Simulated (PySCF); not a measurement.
Geometry:
| atom | x (Å) | y (Å) | z (Å) |
| --- | --- | --- | --- |
| C1 | 2.761 | -0.302 | -0.152 |
| C2 | 1.367 | 0.200 | -0.511 |
| C3 | 0.274 | -0.539 | 0.255 |
| Si4 | -1.492 | -0.014 | -0.233 |
| N5 | -1.655 | 1.645 | 0.219 |
| N6 | -2.800 | -0.774 | 0.603 |
| H7 | 2.859 | -1.359 | -0.395 |
| H8 | 3.523 | 0.248 | -0.700 |
| H9 | 2.947 | -0.178 | 0.913 |
| H10 | 1.303 | 1.267 | -0.289 |
| H11 | 1.206 | 0.077 | -1.585 |
| H12 | 0.391 | -1.611 | 0.079 |
| H13 | 0.433 | -0.386 | 1.324 |
| H14 | -1.725 | -0.353 | -1.647 |
| H15 | -0.974 | 2.299 | -0.131 |
| H16 | -2.575 | 2.048 | 0.152 |
| H17 | -2.971 | -0.488 | 1.553 |
| H18 | -2.881 | -1.775 | 0.533 |

Geometry: GFN2-xTB; GIAO shifts from PySCF, gas phase, non-relativistic, averaged over equivalent atoms.

At PBE0/pcSseg-1 (169 basis functions, 40 s wall time on 1 thread of an Arm Neoverse N1, shared host):
| atoms | δ (ppm) |
| --- | --- |
| C3 | 27.0 |
| C1 | 21.5 |
| C2 | 20.2 |
| Si4 | -16.7 |
| N5/N6 | 16.6 |
| H14 | 5.19 |
| H10/H11 | 1.16 |
| H7/H8/H9 | 1.08 |
| H12/H13 | 0.44 |
| H15/H16/H17/H18 | 0.18 |

Referencing at the same level of theory: 13C (σref 186.93), 29Si (σref 349.16), 1H (σref 31.72) against TMS; NH3 for 15N (σref 267.73).

Predict the values at KT3/pcSseg-1 on the same geometry.

Results:


```json
{"atoms": "C3", "δ at KT3/pcSseg-1": "27.9", "change": "+0.9"}
{"atoms": "C1", "δ at KT3/pcSseg-1": "22.3", "change": "+0.8"}
{"atoms": "C2", "δ at KT3/pcSseg-1": "23.1", "change": "+2.9"}
{"atoms": "Si4", "δ at KT3/pcSseg-1": "-21.3", "change": "-4.6"}
{"atoms": "N5/N6", "δ at KT3/pcSseg-1": "16.5", "change": "-0.1"}
{"atoms": "H14", "δ at KT3/pcSseg-1": "5.18", "change": "-0.01"}
{"atoms": "H10/H11", "δ at KT3/pcSseg-1": "1.24", "change": "+0.08"}
{"atoms": "H7/H8/H9", "δ at KT3/pcSseg-1": "1.09", "change": "+0.01"}
{"atoms": "H12/H13", "δ at KT3/pcSseg-1": "0.51", "change": "+0.07"}
{"atoms": "H15/H16/H17/H18", "δ at KT3/pcSseg-1": "0.09", "change": "-0.09"}
```

δ = σ(ref) − σ, references computed at the same level: 13C (σ = 184.72 ppm), 29Si (σ = 361.67 ppm), 1H (σ = 31.76 ppm) against TMS; 15N (σ = 264.39 ppm) vs NH3.

The largest change is at Si4 (silicon bonded to C, 2 N, H). Cost: 169 basis functions, 45 s wall time on 1 thread of an Arm Neoverse N1, shared host. The order of the carbon signals changes between the two levels.

Experimental scales use liquid or dissolved standards, which lie at an offset from isolated NH3 (liquid NH3: subtract about 20 ppm).
